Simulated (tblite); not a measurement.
HF$_{5}$OW, charge -1, doublet, at a GFN2-xTB geometry (such geometries of metal compounds can be far from the true shape) (the multiplicity is a formal guess); GFN1-xTB run with tblite.

tblite was given this input:
```
$ tblite run mol.xyz --method gfn1 --charge -1 --spin 1 --grad --json tblite.json --no-restart

# file mol.xyz
8

W      0.00505346    -0.01037942     0.00239988
F     -0.80375424     1.65085138    -0.38170169
F      1.53224584     0.98657810     0.83391000
F      0.91685744     0.08254296    -1.78019062
F     -0.95289235    -0.00852994     1.76307770
F     -1.56828075    -0.91256508    -0.85102292
O      0.78841096    -1.61933741     0.37441518
H      1.20117308    -2.46712009     0.57043530
```

**Question.** Write the output that tblite gives for this input, abridged.

**Answer.** 
```
xTB calculator
 | screened Coulomb repulsion
 | Coulomb electrostatics
 |  * isotropic Klopman-Ohno-Mataga-Nishimoto electrostatics
 |  * onsite third-order electrostatics
 | DFT-D3(BJ) dispersion correction

halogen bonding energy    0.0000000000000E+00 Eh
repulsion energy          3.9356262219433E-02 Eh
dispersion energy        -2.1742290666093E-03 Eh
number of electrons       4.9000000000000E+01 e
integral cutoff           3.6814730210589E+01 bohr

------------------------------------------------------------
  cycle        total energy    energy error   density error
------------------------------------------------------------
      1     -33.67798951928  -3.3715172E+01   9.2934990E-01
      2     -33.78687221146  -1.0888269E-01   4.3908457E-01
      3     -33.80602950985  -1.9157298E-02   1.0709965E-01
      4     -33.80616777354  -1.3826369E-04   1.6867508E-02
      5     -33.80630049370  -1.3272017E-04   3.8276295E-03
      6     -33.80630578339  -5.2896845E-06   9.0848789E-04
      7     -33.80630621179  -4.2840411E-07   9.7469947E-05
      8     -33.80630621795  -6.1604766E-09   4.8492746E-06
------------------------------------------------------------

electronic energy        -3.3843488251106E+01 Eh
total energy             -3.3806306217953E+01 Eh

Post processing:
 | Mayer-Wiberg bond orders

[Info] Tight-binding results written to 'tblite.txt'
[Info] JSON dump of results written to 'tblite.json'
```
